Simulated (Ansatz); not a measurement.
Coupled-cluster diagnostics for Al₇, Ansatz.

Geometry of the doublet (r2SCAN-D4/def2-SVP):

Cartesian coordinates in Å:
```
Al 1.7525 -1.2154 0.3759
Al -0.5501 1.8022 -2.0531
Al -1.0367 1.8448 0.4491
Al 1.6323 0.8725 -1.1198
Al -0.5752 -0.5087 -0.6631
Al -0.9184 -0.2421 1.9463
Al -0.3045 -2.5534 1.0647
```

Correlated methods freeze 35 core orbitals. Another isomer (doublet) lies 1.28 eV lower at PBE0-D4/def2-TZVP; other spin states weren't run for this one.

Q: Estimate the CCSD(T) correlation energy, the shares of MP2 and (T), T1 and the reference's ⟨S²⟩ for: charge 0, doublet, own geometry in def2-SVP; and the rough time on 4 threads of Intel Xeon 6975P-C on a shared host.

A: 
```
                          state     basis  correlation (eV)  MP2 share (%)  (T) share (%)     T1  ⟨S²⟩ (pure)  wall time                      remarks
charge 0, doublet, own geometry  def2-SVP           -13.963           82.2           10.1  0.086  1.97 (0.75)       16 s  large T1, spin-contaminated
```
Customary marks for T1 are 0.02 (closed shells), 0.045 (open shells) and about 0.05 (3d metals). T1 exceeds 0.02 in 1 of 1 rows and 0.045 in 1; the higher it lies, the less the single-reference result can be trusted.
